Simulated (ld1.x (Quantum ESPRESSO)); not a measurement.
**Ranking RRKJ potentials for cobalt (Co)**

All share these settings but for the change named:

Co, norm-conserving RRKJ (Kleinman–Bylander form), made with ld1.x (Quantum ESPRESSO) 7.5 (PBEsol, scalar-relativistic). Core [Ne], reference 3s2 3p6 3d7 4s2 4p0. Waves: 3s (bound): rc 0.70 bohr; 3p (bound): rc 1.20 bohr; 3d (bound): rc 1.05 bohr. Local part: the d channel. Core correction: none. rho0 = 0.02.

Occupied shells without a wave of their own: 4s. They enter only through the test configuration that unscreens the potential.

Test errors are all-electron minus pseudo excitation energies from the reference, over 3s2 3p6 3d7 4s1 4p0; 3s2 3p6 3d7 4s0 4p0; 3s2 3p6 3d6 4s0 4p0; 3s2 3p6 3d7.5 4s1.5 4p0; 3s2 3p6 3d8 4s0 4p0; 3s2 3p6 3d7 4s1.5 4p0; 3s2 3p6 3d7 4s1 4p1. None of these files shows a bound ghost.

The base gives 29.1 meV.

Of 6 variants that were run, those that failed, showed a ghost or another fault, or gave nearly equal values are left out.

A variant can come out equal or close to the base, since the largest error may sit in a test that the change hardly touches while other tests move.

Problem. Rank these variants by their largest absolute test error, smallest first.
A. non-relativistic
B. wave 3p (bound): rc 1.20 bohr becomes 3p (bound): rc 1.60 bohr
C. wave 3d (bound): rc 1.05 bohr becomes 3d (bound): rc 1.36 bohr
D. all radii scaled by about 1.06 (s 0.74, p 1.28, d 1.12 bohr)
E. functional LDA (PZ)

Solution. E (26.0 meV), A (37.3 meV), B (85.3 meV), D (215.2 meV), C (1182.3 meV).
